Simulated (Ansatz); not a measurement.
```yaml
crystal:
  periodic: [true, true, true]
  atoms:
    - {symbol: C, position_ang: [1.163079, -1.732791, -2.046683]}
    - {symbol: C, position_ang: [1.890619, -1.088797, -0.530242]}
    - {symbol: In, position_ang: [1.006244, -0.264332, 1.006309]}
    - {symbol: C, position_ang: [-0.667842, 1.258279, 0.720482]}
    - {symbol: C, position_ang: [-1.531179, 0.703036, -0.373280]}
    - {symbol: C, position_ang: [-1.461356, 1.516992, 1.907707]}
    - {symbol: H, position_ang: [-0.139184, -1.795979, -1.818932]}
    - {symbol: H, position_ang: [1.586095, -2.172267, -2.609399]}
    - {symbol: H, position_ang: [0.946195, -0.658370, -2.418684]}
    - {symbol: H, position_ang: [3.046655, -1.432928, -0.824143]}
    - {symbol: H, position_ang: [2.039390, -2.501065, -0.180304]}
    - {symbol: H, position_ang: [2.125471, 0.117661, 2.258835]}
    - {symbol: H, position_ang: [-0.193356, 2.215600, 0.365963]}
    - {symbol: H, position_ang: [-0.947864, 0.680251, -1.705425]}
    - {symbol: H, position_ang: [-1.757342, -0.098811, -0.382844]}
    - {symbol: H, position_ang: [-2.468777, 1.354244, -0.610526]}
    - {symbol: H, position_ang: [-0.573901, 1.904419, 2.683213]}
    - {symbol: H, position_ang: [-1.623543, 0.679571, 2.335358]}
    - {symbol: H, position_ang: [-2.408176, 2.229679, 1.764782]}
basis:
  gaussian: {orbitals: def2-SVP, final_grid: {core_spheres: 20, valence_spheres: 16, degree: 47}}
hamiltonian: {xc: {name: HF}}
scf: {lower_state_search: light}
```

```sh
$ ansatz run in.yaml --threads 2 --pin off --events-out ev --progress --plain --max-ram 22528MiB --backend cpu
```

Shortened log:

```
Error: YAML parse error: error: line 2 column 3: crystal: missing field `lattice` (a structure is typed as `lattice` and `atoms`, a molecule's as `atoms` in Å alone, or read from a run's directory, `checkpoint`)
 --> <input>:2:3
  |
1 | crystal:
2 |   periodic: [true, true, true]
  |   ^ crystal: missing field `lattice` (a structure is typed as `lattice` and `atoms`, a molecule's as `atoms` in Å alone, or read from a run's directory, `checkpoint`)
3 |   atoms:
4 |     - {symbol: C, position_ang: [1.163079, -1.732791, -2.046683]}
  |
```

In this input the molecule is marked periodic without a cell. The program refused the input.
